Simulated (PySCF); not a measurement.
**EPR parameters of C7H12N**

Species: C7H12N (doublet state).
Atom-mapped SMILES: `[CH3:1][CH:2]/[N:3]=[C:4]1\[CH2:5][CH2:6][C@H:7]1[CH3:8]` (hydrogens: H9, H10, H11 on C1; H12 on C2; H13, H14 on C5; H15, H16 on C6; H17 on C7; H18, H19, H20 on C8)

Geometry (GFN2-xTB, Å), atoms numbered from 1 in this order:
```
atom  x, y, z in Å
C1    -3.318    0.458   -0.958
C2    -2.075   -0.261   -0.583
N3    -1.012    0.408   -0.239
C4     0.060   -0.037    0.328
C5     0.459   -1.291    1.063
C6     1.870   -0.691    1.211
C7     1.404    0.604    0.506
C8     2.134    0.990   -0.774
H9    -4.147    0.147   -0.319
H10   -3.599    0.228   -1.987
H11   -3.171    1.529   -0.857
H12   -2.077   -1.349   -0.659
H13   -0.072   -1.460    2.002
H14    0.396   -2.204    0.468
H15    2.201   -0.557    2.238
H16    2.635   -1.232    0.659
H17    1.374    1.470    1.175
H18    3.145    1.326   -0.551
H19    2.189    0.139   -1.449
H20    1.600    1.792   -1.277
```

The hyperfine couplings belong to this conformer and change with its torsions.

Theory: PySCF 2.14.0, UKS B3LYP, pcH-1 on C H N, non-relativistic, mean-field spin-orbit, GIAO. Isolated species at its GFN2-xTB geometry (one conformer only). Couplings are sensitive to structure, and on GFN2-xTB geometries they can be far from those on DFT ones. The frame is twisted about the C2–N3 bond at this geometry (dihedral H12–C2–N3–C4 = -16°); couplings at other torsion angles weren't computed. Stability of the SCF solution: not tested.

* g1, g2, g3: 2.00226, 2.00235, 2.00246
* g_iso: 2.00236
* Form of g: rhombic: the two nearest values differ by 49 % of g3 − g1
* ⟨S²⟩: 0.7683 (exact 0.7500)
* Total energy: -328.67158 Eh
* Basis functions: 320

Hyperfine couplings atom by atom, in 10⁻⁴ cm⁻¹; T1 to T3 are the principal values of the dipolar part; ρ(0) is the spin density at the nucleus (1 × 10⁻⁴ cm⁻¹ = 2.998 MHz):

| atom | isotope | a_iso | T1 | T2 | T3 | Mulliken spin population | ρ(0) (bohr⁻³) |
| --- | --- | --- | --- | --- | --- | --- | --- |
| C1 | 13C | -6.4 | -0.5 | 0.2 | 0.4 | -0.05 | -0.0170 |
| C2 | 13C | 20.9 | -16.9 | -16.3 | 33.2 | 0.60 | 0.0556 |
| N3 | 14N | -1.5 | -4.8 | 1.5 | 3.3 | -0.14 | -0.0136 |
| C4 | 13C | 22.1 | -16.2 | -15.3 | 31.5 | 0.54 | 0.0589 |
| C5 | 13C | -5.9 | -0.5 | -0.2 | 0.6 | -0.04 | -0.0158 |
| C6 | 13C | 0.9 | -0.3 | -0.2 | 0.5 | 0.01 | 0.0023 |
| C7 | 13C | -5.8 | -0.5 | 0.1 | 0.4 | -0.04 | -0.0154 |
| C8 | 13C | 11.3 | -0.7 | -0.6 | 1.3 | 0.01 | 0.0302 |
| H9 | 1H | 20.7 | -1.2 | -0.8 | 2.0 | 0.02 | 0.0139 |
| H10 | 1H | 24.7 | -1.1 | -0.8 | 1.9 | 0.03 | 0.0165 |
| H11 | 1H | 0.6 | -0.9 | -0.9 | 1.8 | 0.00 | 0.0004 |
| H12 | 1H | -12.1 | -6.8 | -0.7 | 7.5 | -0.02 | -0.0081 |
| H13 | 1H | 16.6 | -1.1 | -0.7 | 1.8 | 0.03 | 0.0112 |
| H14 | 1H | 21.6 | -1.0 | -0.5 | 1.5 | 0.03 | 0.0145 |
| H15 | 1H | -0.6 | -0.5 | -0.5 | 1.0 | 0.00 | -0.0004 |
| H16 | 1H | -0.9 | -0.6 | -0.5 | 1.1 | 0.00 | -0.0006 |
| H17 | 1H | 22.2 | -1.0 | -0.8 | 1.8 | 0.04 | 0.0149 |
| H18 | 1H | 0.8 | -0.5 | -0.4 | 0.9 | 0.00 | 0.0005 |
| H19 | 1H | -0.6 | -0.9 | -0.4 | 1.4 | 0.00 | -0.0004 |
| H20 | 1H | -0.6 | -0.8 | -0.4 | 1.2 | 0.00 | -0.0004 |

The largest Mulliken spin populations are on C2 (+0.60), C4 (+0.54) and N3 (-0.14). The angles at C2 add up to 359.9°, so it is planar; its axial dipolar tensor and the negative coupling of its proton fit spin in a p orbital normal to that plane.

The SMILES `C[CH]/N=C1\CC[C@H]1C` draws the unpaired electron on C2, whose computed spin population is only +0.60.

Axes: g3 points within 15° of the C2–H12 bond.

Under fast tumbling the dipolar parts average out, and these isotropic splittings remain (the largest six): 1 × 1H (H17, I = 1/2, 2 lines) with 2.37 mT, 1 × 1H (H14, I = 1/2, 2 lines) with 2.31 mT, 1 × 1H (H13, I = 1/2, 2 lines) with 1.78 mT, 3 × 1H (H9/H10/H11, I = 1/2, 4 lines) with 1.64 mT, 1 × 1H (H12, I = 1/2, 2 lines) with 1.29 mT and 1 × 14N (N3, I = 1, 3 lines) with 0.16 mT.

Nuclei that the bonding pattern makes equivalent are averaged, as if the motion that swaps them (rotation, inversion, ring flip) were fast. The three 1H nuclei of mean +45.9 MHz run from 1.8 to 73.9 MHz in the frozen geometry.

The 13C coupling of C4 (66.2 MHz) shows only in satellite lines or after enrichment, since that isotope makes up about 1.07 % of natural carbon.
